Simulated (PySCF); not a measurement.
# Ca⁺ (calcium, charge +1) across methods

[Ar] 3d1, 2D determinant (an excited configuration). All numbers are calculated (PySCF 2.14, scalar relativity by spin-free X2C-1e, in ANO-RCC-VTZP (6s5p2d1f, 38 functions)).

| method | E (hartree) | mean ε 3p α (eV) | mean ε 3p β (eV) | mean ε 3d α (eV) | Σ⟨r²⟩ (bohr²) | ⟨S²⟩ |
| --- | --- | --- | --- | --- | --- | --- |
| LDA | -678.272 | -32.701 | -32.281 | -6.136 | 27.82 | 0.750 |
| UHF | -679.33308 | -41.249 | -40.360 | -8.664 | 28.30 | 0.751 |
| r2SCAN0 | -680.104 | -35.566 | -34.946 | -7.011 | 27.66 | 0.750 |
| M06-L | -680.128 | -33.477 | -33.015 | -5.994 | 27.80 | 0.750 |
| r2SCAN | -680.110 | -33.431 | -32.897 | -6.236 | 27.65 | 0.750 |
| PBE | -679.931 | -32.639 | -32.196 | -6.197 | 27.74 | 0.750 |
| BHandHLYP | -680.153 | -37.298 | -36.648 | -7.661 | 27.85 | 0.750 |
| B97-3 | -680.070 | -35.133 | -34.631 | -6.908 | 27.74 | 0.750 |
| PBE0 | -679.971 | -35.052 | -34.492 | -6.970 | 27.71 | 0.750 |
